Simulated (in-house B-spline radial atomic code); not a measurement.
A fraction x of an electron is removed from 5p in the iodine ion I²⁺, starting from [Kr] 4d10 5s2 5p3 and keeping the highest spin. All numbers are computed (non-relativistic BP86, spin-polarised, spherical fractional occupations; point nucleus) with an all-electron radial atomic-structure program (B-spline basis), not measured.

```json
{"x": "0", "E(x) - E(0) (eV)": "0.0000", "5p up level (eV)": "-25.455"}
{"x": "0.06", "E(x) - E(0) (eV)": "1.5442", "5p up level (eV)": "-26.017"}
{"x": "0.14", "E(x) - E(0) (eV)": "3.6556", "5p up level (eV)": "-26.770"}
{"x": "0.29", "E(x) - E(0) (eV)": "7.7776", "5p up level (eV)": "-28.192"}
{"x": "0.41", "E(x) - E(0) (eV)": "11.2293", "5p up level (eV)": "-29.337"}
{"x": "0.5", "E(x) - E(0) (eV)": "13.9085", "5p up level (eV)": "-30.202"}
{"x": "0.59", "E(x) - E(0) (eV)": "16.6657", "5p up level (eV)": "-31.070"}
{"x": "0.74", "E(x) - E(0) (eV)": "21.4353", "5p up level (eV)": "-32.526"}
{"x": "0.78", "E(x) - E(0) (eV)": "22.7441", "5p up level (eV)": "-32.916"}
{"x": "0.98", "E(x) - E(0) (eV)": "29.5230", "5p up level (eV)": "-34.876"}
{"x": "1", "E(x) - E(0) (eV)": "30.2225", "5p up level (eV)": "-35.073"}
```

The exact functional would give a straight line between the two integer points. Deviations E(x) - E(0) - x[E(1) - E(0)], in eV: -0.269 at x = 0.06, -0.576 at x = 0.14, -0.987 at x = 0.29, -1.162 at x = 0.41, -1.203 at x = 0.5, -1.166 at x = 0.59, -0.929 at x = 0.74, -0.829 at x = 0.78, -0.095 at x = 0.98.

The curve lies below the straight line by up to 1.203 eV (at x = 0.5): convex, the delocalisation error that favours fractional charges.

Problem. How well does Slater's transition state (minus the level at half occupation) give the ionisation energy?

Solution. It gives 30.202 eV against 30.223 eV from the two total energies; NIST lists 29.57 eV, ground level to ground level.
